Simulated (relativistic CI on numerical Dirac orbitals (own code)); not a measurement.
**Magnetism of Pr2+, 4f3, in a crystal field**

Calculated by Dirac-Coulomb-Breit CI, orbitals from a KLI potential per configuration, model QED (radiative potential, 1s self-energy scaled to tabulated hydrogen-like ionisation energies), valence Slater integrals scaled by 0.85, one configuration in a parametric crystal field (own radial code).

Field parameters in Wybourne normalisation; cubic f-shell fields have B⁴₄ = √(5/14) B⁴₀ and B⁶₄ = −√(7/2) B⁶₀. The field is a parameter set, without covalency.

S is read from ⟨S²⟩ = S(S + 1).

Powder χT (cm³ K mol⁻¹) by Van Vleck's formula, with temperature-independent terms:

| Field | 2 K | 5 K | 10 K | 20 K | 50 K | 100 K | 200 K | 300 K |
| --- | --- | --- | --- | --- | --- | --- | --- | --- |
| D4h, B20 = -490, B40 = -470, B44 = 170, B60 = -110, B64 = -100 cm⁻¹ | 0.899 | 1.12 | 1.31 | 1.46 | 1.59 | 1.65 | 1.69 | 1.73 |
| D4h, B20 = -780, B40 = -260, B44 = -730, B60 = 230, B64 = -360 cm⁻¹ | 0.756 | 0.895 | 1.08 | 1.27 | 1.44 | 1.55 | 1.65 | 1.7 |
| Oh, B40 = 1790, B60 = 90 cm⁻¹ | 0.82 | 1.04 | 1.25 | 1.35 | 1.41 | 1.5 | 1.62 | 1.68 |
| Oh, B40 = 1290, B60 = 340 cm⁻¹ | 0.755 | 0.772 | 0.8 | 0.856 | 1.02 | 1.26 | 1.51 | 1.63 |
| Oh, B40 = -1450, B60 = 140 cm⁻¹ | 1.1 | 1.12 | 1.15 | 1.22 | 1.38 | 1.52 | 1.64 | 1.69 |
| Oh, B40 = 920, B60 = 220 cm⁻¹ | 0.807 | 0.833 | 0.875 | 0.96 | 1.19 | 1.43 | 1.61 | 1.69 |

For Oh, B40 = 1790, B60 = 90 cm⁻¹: what effective moment follows at 300 K?

μ_eff = √(8χT) = 3.67 μB. The LS value g√(J(J + 1)) of the free ion's 4I°_9/2 level is 3.62 μB.
